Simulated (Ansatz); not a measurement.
A calculation with Ansatz (development build ahead of 0.2.0).

```yaml
crystal:
  periodic: [false, false, false]
  atoms:
    - { symbol: B, position_ang: [1.43001, 1.0e-05, 2.0e-05] }
    - { symbol: "N", position_ang: [0.71499, 1.23842, -1.0e-05] }
    - { symbol: B, position_ang: [-0.71502, 1.2384, -1.0e-05] }
    - { symbol: "N", position_ang: [-1.43, -2.0e-05, -1.0e-05] }
    - { symbol: B, position_ang: [-0.71502, -1.2384, 0.0] }
    - { symbol: "N", position_ang: [0.71501, -1.2384, 1.0e-05] }
    - { symbol: H, position_ang: [2.62999, -2.0e-05, 1.0e-05] }
    - { symbol: H, position_ang: [1.22249, 2.11744, -2.0e-05] }
    - { symbol: H, position_ang: [-1.31499, 2.27763, -1.0e-05] }
    - { symbol: H, position_ang: [-2.44499, 2.0e-05, 1.0e-05] }
    - { symbol: H, position_ang: [-1.31498, -2.27764, 1.0e-05] }
    - { symbol: H, position_ang: [1.22252, -2.11743, -1.0e-05] }
basis:
  gaussian: { orbitals: def2-SVP }
hamiltonian:
  xc: hf
```

The input is written out in the form of the current development build from the run's settings.

Results

```yaml
Converged: yes
Total_energy: -240.97993 hartree
Spin_squared_of_the_determinant: 0.000
```
